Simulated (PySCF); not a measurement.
C2H7NOSi2. Atoms are numbered in the order given.

```xyz
13

N      1.5094     1.5243    -0.4970
Si     0.6740     0.1253     0.0330
O      1.8205    -0.6753     0.9532
C     -0.2302    -1.0263    -1.1751
C     -1.5382    -0.9250    -0.8182
Si    -1.6001     0.3047     0.6309
H      1.0408     2.3502    -0.8480
H      2.5076     1.5202    -0.6775
H      1.6378    -1.6083     1.1145
H      0.1112    -1.6645    -2.0031
H     -2.3419    -1.4735    -1.3283
H     -2.3787     1.5529     0.3482
H     -2.1311    -0.2576     1.9126
```

Geometry optimised at B3LYP-D3(BJ)/def2-SVP. The structure was generated by enumeration; whether it is a known compound was not checked. One conformer was computed; it need not be the lowest.

Method: PySCF with PBE0/pcSseg-1.

GIAO shieldings, no solvent; atoms listed in one row are averaged. δ = σ(ref) − σ: ¹⁵N against NH3 (σ = 267.4 ppm); ²⁹Si against TMS (σ = 352.7 ppm); ¹⁷O against H2O (σ = 334.2 ppm); ¹³C against TMS (σ = 186.3 ppm); ¹H against TMS (σ = 31.56 ppm), references at their B3LYP-D3(BJ)/def2-TZVP geometries, non-relativistic.

Computed chemical shifts:
| nucleus | atoms | count | δ (ppm) |
|---|---|---|---|
| ¹⁵N | N1 | 1 | 30.7 |
| ²⁹Si | Si2 | 1 | 0.3 |
| ²⁹Si | Si6 | 1 | -29.3 |
| ¹⁷O | O3 | 1 | 52.0 |
| ¹³C | C4 | 1 | 187.4 |
| ¹³C | C5 | 1 | 173.4 |
| ¹H | H11 | 1 | 8.22 |
| ¹H | H10 | 1 | 7.93 |
| ¹H | H12, H13 | 2 | 5.02 |
| ¹H | H8 | 1 | 1.52 |
| ¹H | H9 | 1 | 1.35 |
| ¹H | H7 | 1 | 1.01 |
